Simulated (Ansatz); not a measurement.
Isolated molecules relaxed with PBE0-D4/def2-TZVP in Ansatz; ΔE leaves out vibrations. CBS: MP2 limit from def2 TZ/QZ plus the TZ coupled-cluster correction, frozen cores. Functionals use def2-TZVPP. For Ga outer-core shells are correlated without core-valence functions, which leaves a few kJ/mol of doubt a bond. Scalar relativity is left out up to krypton. One conformer a species, not always the lowest.

`[BH2][Ga]([OH])[F]` + `OB[SiH2][AlH2]` → `BOB[SiH2][AlH2]` + `[OH][GaH][F]`  (cleavage of the B–Ga bond)

| level | ΔE (kcal/mol) | difference from CCSD(T)/CBS |
| --- | --- | --- |
| LDA (SPW92) | -31.5 | -4.9 |
| PBE-D4 | -28.0 | -1.4 |
| revPBE-D4 | -27.4 | -0.8 |
| BLYP-D4 | -29.8 | -3.2 |
| PBE0-D4 | -27.4 | -0.8 |
| r2SCANh-D4 | -29.0 | -2.4 |
| CAM-B3LYP-D4 | -29.9 | -3.3 |
| ωB97X-V | -27.0 | -0.4 |
| ωB97M-V | -27.9 | -1.3 |
| BLYP | -29.5 | -2.9 |
| r2SCAN | -29.1 | -2.5 |
| r2SCAN0 | -28.6 | -2.0 |
| CCSD(T)/def2-SVP | -30.4 | -3.8 |
| CCSD/def2-TZVPP | -26.6 | 0.0 |
| CCSD(T)/def2-TZVPP | -26.8 | -0.2 |
| SCS-MP2/def2-QZVPP | -27.8 | -1.2 |
| CCSD(T)/CBS | -26.6 | 0 |

Largest T1 diagnostic among the species: 0.017.

At CCSD(T), def2-SVP lies −3.8 kcal/mol from the extrapolated value and def2-TZVPP −0.2 kcal/mol. In def2-TZVPP, CCSD(T) changes the Hartree–Fock value by +2.2 kcal/mol (the triples alone add −0.2 kcal/mol) and MP2 by +1.3 kcal/mol. Leaving LDA and LC-ωPBE aside and taking each functional with its dispersion term where it has one, the values, not all of them listed here, spread over 2.9 kcal/mol, from B97M-V to ωB97X-V. LDA lies −3.7 kcal/mol from PBE without D4.
